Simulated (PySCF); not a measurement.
## Se²⁺: excitation energy

Se²⁺ [Ar] 3d10 4s2 4p2 (3P) → Se²⁺ [Ar] 3d10 4s1 4p3, s spin flipped, as a difference of total energies. Calculation: PySCF 2.14, in aug-cc-pwCVDZ-PP with ECP10MDF (6s5p4d1f, 48 functions); a scalar-relativistic core potential. Correlated levels: valence: 3s2 3p6 3d10 frozen; valence and next inner shell: nothing frozen outside the core potential. The calculations carry no spin-orbit coupling.

```json
{"method": "UHF", "excitation energy (cm⁻¹)": "123600"}
{"method": "LDA", "excitation energy (cm⁻¹)": "98908"}
{"method": "PBE", "excitation energy (cm⁻¹)": "98612"}
{"method": "PBE0", "excitation energy (cm⁻¹)": "104920"}
{"method": "r2SCAN", "excitation energy (cm⁻¹)": "104100"}
{"method": "B97-3", "excitation energy (cm⁻¹)": "105560"}
{"method": "B2PLYP", "excitation energy (cm⁻¹)": "105400"}
{"method": "BLYP", "excitation energy (cm⁻¹)": "98888"}
{"method": "PBEsol", "excitation energy (cm⁻¹)": "98583"}
{"method": "MP2 (valence)", "excitation energy (cm⁻¹)": "109620"}
{"method": "SCS-MP2 (valence)", "excitation energy (cm⁻¹)": "108280"}
{"method": "MP2 (valence and next inner shell)", "excitation energy (cm⁻¹)": "107930"}
{"method": "SCS-MP2 (valence and next inner shell)", "excitation energy (cm⁻¹)": "106800"}
```

The upper determinant mixes two multiplicities, so it lies between the two terms.
